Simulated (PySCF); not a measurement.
**Field gradients at the hydrogen positions**

C2H8SSi2.
Cartesian coordinates in Å at the PBE0-D3(BJ)/def2-SVP level; atoms count from 1:
```xyz
13
C2H8SSi2 angstrom
C     -2.1184    0.4084    0.2487
C     -1.0725   -0.3817   -0.4651
S     -1.1602   -0.7674   -2.0455
Si     0.5041   -0.9199    0.4592
Si     2.1947    0.4991   -0.3314
H     -2.5794   -0.2145    1.0358
H     -2.8991    0.7627   -0.4392
H     -1.6627    1.2669    0.7725
H      0.3396   -0.7528    1.9412
H      0.8000   -2.3502    0.1577
H      3.4845    0.2708    0.3911
H      2.3901    0.2611   -1.7927
H      1.7706    1.9185   -0.1179
```

Level: PBE0/pcSseg-1 (PySCF, non-relativistic); Q(2H) = 0.00286 b; rigid geometry, the same for H and D, with no vibrational averaging.

Task: Tabulate Vzz, the asymmetry η and χzz = 234.96 MHz × Q × Vzz for every hydrogen position.

Result: 
```json
{"atom": "H6", "bonded to": "C1", "bond length (Å)": "1.105", "Vzz (au)": "0.2848", "η": "0.04", "χzz (kHz)": "191"}
{"atom": "H7", "bonded to": "C1", "bond length (Å)": "1.099", "Vzz (au)": "0.2885", "η": "0.02", "χzz (kHz)": "194"}
{"atom": "H8", "bonded to": "C1", "bond length (Å)": "1.104", "Vzz (au)": "0.2848", "η": "0.04", "χzz (kHz)": "191"}
{"atom": "H9", "bonded to": "Si4", "bond length (Å)": "1.500", "Vzz (au)": "0.1371", "η": "0.04", "χzz (kHz)": "92"}
{"atom": "H10", "bonded to": "Si4", "bond length (Å)": "1.491", "Vzz (au)": "0.1434", "η": "0.03", "χzz (kHz)": "96"}
{"atom": "H11", "bonded to": "Si5", "bond length (Å)": "1.496", "Vzz (au)": "0.1407", "η": "0.00", "χzz (kHz)": "95"}
{"atom": "H12", "bonded to": "Si5", "bond length (Å)": "1.493", "Vzz (au)": "0.1419", "η": "0.01", "χzz (kHz)": "95"}
{"atom": "H13", "bonded to": "Si5", "bond length (Å)": "1.497", "Vzz (au)": "0.1405", "η": "0.00", "χzz (kHz)": "94"}
```

Task: Average by the element that carries the hydrogen.

Result: on C: 192 kHz over 3 positions, mean bond length 1.103 Å; on Si: 95 kHz over 5 positions, mean bond length 1.496 Å.

Task: How does χzz go with the bond length over the 5 Si–H bonds?

Result: A straight-line fit has a slope of -4.6 kHz for each 0.01 Å, with a correlation coefficient of -0.99, over lengths from 1.491 to 1.500 Å. The longer bonds have the smaller couplings here.

Task: A static deuteron (I = 1) shows a doublet split by (3/2)χ, (3/4)χ(1 + η) and (3/4)χ(1 − η) with the field along z, y and x of the gradient. What are these for H13?

Result: With |χ| = 94.4 kHz and η = 0.004: 142, 71 and 70 kHz, to first order and without motion.

Geometry: PBE0-D3(BJ)/def2-SVP, one conformer, isolated molecule. These gradients aren't converged with respect to the basis.
